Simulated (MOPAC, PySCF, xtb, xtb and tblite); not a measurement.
Internal rotation in SMILES CC(/C=C\C=C)C. Scanned: dihedral C3–C4–C5–C6; all other coordinates were relaxed at GFN2-xTB.

Geometry of the scan point at -90° (Å):
```
19

C      2.9673     2.0065    -0.2660
C      1.7878     1.3960    -0.3333
C      1.3110     0.5096     0.7039
C      0.1852    -0.2062     0.7506
C     -0.9233    -0.3702    -0.2554
C     -1.9906     0.7047    -0.0129
C     -0.4957    -0.3868    -1.7244
H      3.3089     2.6761    -1.0367
H      3.6368     1.8537     0.5653
H      1.1448     1.5794    -1.1787
H      1.9695     0.4518     1.5641
H      0.0100    -0.7700     1.6598
H     -1.3839    -1.3434    -0.0432
H     -2.8322     0.5597    -0.6869
H     -2.3540     0.6584     1.0113
H     -1.5728     1.6947    -0.1833
H      0.4422    -0.9232    -1.8465
H     -0.3803     0.6179    -2.1207
H     -1.2578    -0.8871    -2.3193
```

Levels: GFN2-xTB (xtb and tblite); PM6, restricted, heats of formation // GFN2-xTB (MOPAC); PM7, restricted, heats of formation // GFN2-xTB (MOPAC); GFN1-xTB // GFN2-xTB (xtb); RHF/3-21G = restricted Hartree-Fock/3-21G // GFN2-xTB (PySCF 2.14.0); RHF/STO-3G = restricted Hartree-Fock/STO-3G // GFN2-xTB (PySCF 2.14.0).

Least-squares fit of E(φ) = a0 + Σ (a_n cos nφ + b_n sin nφ), n = 1 to 4, to the 24 scan points, in kJ/mol above the lowest point of each profile (levels whose profile four harmonics don't fit are not listed):

```tsv
method	a0	a1	b1	a2	b2	a3	b3	a4	b4	rms of fit
GFN2-xTB	10.29	4.05	-7.12	2.64	4.17	1.54	-0.13	-0.71	1.25	0.80
PM6	8.54	3.41	-6.15	2.66	3.93	3.13	-0.34	-0.23	0.32	0.23
PM7	10.00	4.22	-7.35	2.81	4.42	3.60	-0.31	-0.45	0.52	0.37
GFN1-xTB	8.71	3.04	-5.29	2.87	4.42	1.76	-0.20	-0.48	0.77	0.65
RHF/3-21G	16.05	5.25	-9.06	3.85	6.21	-0.12	-0.01	-0.92	1.54	1.19
RHF/STO-3G	14.31	4.62	-8.18	4.09	6.24	0.90	-0.18	-0.72	1.28	1.13
```
